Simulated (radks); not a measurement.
Results of a calculation; reference values are marked as such.
Hf LXIX, configuration [He] 2s2.

Level of theory: Dirac Kohn-Sham, exchange-only PBE, spin-unpolarised, spherical densities, finite nucleus; Fermi nuclear charge, rms radius 5.347 fm (a radial shooting solver on a logarithmic mesh with Libxc functionals).

Energy parts (eV):
| part | energy |
|---|---|
| total | -187763.52 |
| kinetic | 221745.07 |
| electron-nucleus | -412938.02 |
| Hartree | 5237.18 |
| exchange | -1807.74 |

Orbitals (lengths in bohr, moments of r in powers of bohr; <r^-3> diverges for s and p1/2):
orbital	occ.	eigenvalue (eV)	<r^-3>
1s1/2	2	-73416.04	-
2s1/2	2	-18092.88	-
2p1/2	0	-17889.90	-
2p3/2	0	-16542.87	16770
3s1/2	0	-7762.974	-

The highest occupied level is 2s1/2 at -18092.9 eV. The electron density at the nucleus is 1.177e+06 e/bohr^3. The density falls to 0.001 e/bohr^3 at r = 0.29 bohr. Summed over all electrons, <r^2> = 0.01479 bohr^2, which gives a Langevin (diamagnetic) susceptibility term of -0.0117 x 10^-6 cm^3/mol. For comparison, the ionisation energy in NIST's Atomic Spectra Database is 18180 eV (theoretical). In exact Kohn-Sham theory the highest level is minus the ionisation energy, but local and semilocal functionals leave it too shallow, through self-interaction and a potential that decays too fast; potentials with the right tail come closer.
